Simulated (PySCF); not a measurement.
**Potential energy of NaSe along the bond**

Set-up: Na def2-SVP, Se def2-SVP; no relativity (PySCF 2.14). Energies in eV from Na + Se in their ground configurations at the same level. State: ²Π (doublet), unpaired electrons π ↑.

All columns are PBE0. A positive dipole means Na(−)Se(+).

```json
{"R (Å)": "2.242", "E (eV)": "-1.853", "μ (D)": "-7.01", "Mulliken charge on Na (basis-dependent)": "0.57", "HOMO (eV)": "-5.10", "LUMO (eV)": "-2.79", "Mayer bond order": "0.81", "⟨S²⟩": "0.75"}
{"R (Å)": "2.346", "E (eV)": "-2.129", "μ (D)": "-7.30", "Mulliken charge on Na (basis-dependent)": "0.56", "HOMO (eV)": "-4.99", "LUMO (eV)": "-2.67", "Mayer bond order": "0.82", "⟨S²⟩": "0.75"}
{"R (Å)": "2.451", "E (eV)": "-2.280", "μ (D)": "-7.60", "Mulliken charge on Na (basis-dependent)": "0.54", "HOMO (eV)": "-4.88", "LUMO (eV)": "-2.56", "Mayer bond order": "0.84", "⟨S²⟩": "0.75"}
{"R (Å)": "2.529", "E (eV)": "-2.333", "μ (D)": "-7.82", "Mulliken charge on Na (basis-dependent)": "0.53", "HOMO (eV)": "-4.80", "LUMO (eV)": "-2.48", "Mayer bond order": "0.85", "⟨S²⟩": "0.75"}
{"R (Å)": "2.607", "E (eV)": "-2.348", "μ (D)": "-8.05", "Mulliken charge on Na (basis-dependent)": "0.52", "HOMO (eV)": "-4.73", "LUMO (eV)": "-2.41", "Mayer bond order": "0.86", "⟨S²⟩": "0.75"}
{"R (Å)": "2.685", "E (eV)": "-2.334", "μ (D)": "-8.27", "Mulliken charge on Na (basis-dependent)": "0.50", "HOMO (eV)": "-4.66", "LUMO (eV)": "-2.33", "Mayer bond order": "0.87", "⟨S²⟩": "0.75"}
{"R (Å)": "2.789", "E (eV)": "-2.280", "μ (D)": "-8.57", "Mulliken charge on Na (basis-dependent)": "0.49", "HOMO (eV)": "-4.57", "LUMO (eV)": "-2.24", "Mayer bond order": "0.88", "⟨S²⟩": "0.76"}
{"R (Å)": "2.920", "E (eV)": "-2.175", "μ (D)": "-8.94", "Mulliken charge on Na (basis-dependent)": "0.48", "HOMO (eV)": "-4.47", "LUMO (eV)": "-2.13", "Mayer bond order": "0.87", "⟨S²⟩": "0.76"}
{"R (Å)": "3.076", "E (eV)": "-2.014", "μ (D)": "-9.37", "Mulliken charge on Na (basis-dependent)": "0.48", "HOMO (eV)": "-4.36", "LUMO (eV)": "-2.02", "Mayer bond order": "0.86", "⟨S²⟩": "0.76"}
{"R (Å)": "3.285", "E (eV)": "-1.772", "μ (D)": "-9.90", "Mulliken charge on Na (basis-dependent)": "0.48", "HOMO (eV)": "-4.24", "LUMO (eV)": "-2.14", "Mayer bond order": "0.84", "⟨S²⟩": "0.77"}
```

A fit through these points gives, at Re = 2.604 Å, μ = -8.04 D and dμ/dR = -2.85 D/Å; the reduced mass is 17.85 u.

Q: How strong is the fundamental in the double-harmonic approximation, I = 42.26·(dμ/dR)²/μred km/mol?

A: I = 42.26·(-2.85)²/17.85 = 19.2 km/mol at PBE0.

Spin–orbit coupling is left out. The state is the lowest determinant that a PBE0 search found; another state may lie lower at other levels.
